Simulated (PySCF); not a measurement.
**Complete the spectrum of C5H10OSi**

Compound: C5H10OSi.
Atom-mapped SMILES: `[CH2:1]=[CH:2]/[CH:3]=[CH:4]\[O:5][SiH2:6][CH3:7]` (hydrogens: H8, H9 on C1; H10 on C2; H11 on C3; H12 on C4; H13, H14 on Si6; H15, H16, H17 on C7)

Geometry (PBE0-D3(BJ)/def2-SVP, Å), atoms numbered from 1 in this order:
```xyz
17
C5H10OSi angstrom
C     -3.568    0.651   -0.321
C     -2.262    0.370   -0.191
C     -1.716   -0.966   -0.061
C     -0.405   -1.240    0.069
O      0.541   -0.282    0.088
Si     2.201   -0.496    0.277
C      2.949    1.205    0.249
H     -3.923    1.680   -0.416
H     -4.323   -0.141   -0.336
H     -1.533    1.187   -0.179
H     -2.404   -1.816   -0.066
H     -0.057   -2.277    0.166
H      2.457   -1.202    1.570
H      2.712   -1.353   -0.837
H      4.043    1.149    0.361
H      2.547    1.817    1.071
H      2.724    1.710   -0.702
```

The calculation used TDDFT wB97X-D/def2-SVPD, vertical, gas phase, core orbitals frozen in the response (PySCF).

Lowest singlets, with some entries withheld (?).

| state | ν̃ (cm⁻¹) | f | main configurations (H = HOMO, L = LUMO) |
| --- | --- | --- | --- |
| S1 | 43520 | 0.783 | H→L (97%) |
| S2 | ? | ? | ? |
| S3 | 52970 | 0.0028 | H→L+1 (39%), H→L+3 (18%), H→L+2 (17%) |
| S4 | 55170 | 0.0000 | H→L+4 (52%), H→L+3 (18%), H→L+5 (15%) |
| S5 | 57180 | 0.056 | H→L+4 (33%), H→L+5 (24%), H→L+1 (15%) |
| S6 | 58920 | 0.062 | H→L+7 (56%), H-1→L (26%), H→L+11 (12%) |
| S7 | 59100 | 0.0014 | H-2→L (63%), H-4→L (32%) |
| S8 | ? | ? | ? |
| S9 | 62220 | 0.015 | H-1→L (67%), H→L+7 (23%) |
| S10 | 62920 | 0.0002 | H→L+8 (36%), H→L+6 (35%), H→L+3 (10%) |

Task: What stands in place of each question mark?

Result: 
- S2: ν̃ = 48810 cm⁻¹; f = 0.0030; H→L+2 (65%), H→L+1 (22%)
- S8: ν̃ = 59650 cm⁻¹; f = 0.0000; H→L+5 (35%), H→L+3 (32%), H→L+6 (13%)

Task: Where do the lowest triplets lie (Tamm–Dancoff)?

Result: T1 3.08 eV, H→L (94%); T2 5.09 eV, H-1→L (47%), H→L+7 (26%), H→L+11 (11%); T3 6.00 eV, H→L+2 (62%), H→L+1 (24%); T4 6.53 eV, H→L+1 (36%), H→L+3 (20%), H→L+2 (18%). E(S1) − E(T1) = +2.32 eV.

Task: What is the vertical ionisation energy by ΔSCF at this level?

Result: 7.94 eV; −ε(HOMO) is 7.81 eV.

Task: What is the mean static polarisability from the same response equations?

Result: 101.2 au (15.00 Å³), with principal values 69.4, 88.5 and 145.7 au.

The run took 97 s (grids of density and orbitals included) on Arm Neoverse V2, one thread, shared host with 192 logical CPUs at a one-minute load of 64, and the process peaked at 1.1 GiB of memory.

One conformer stands for the species.
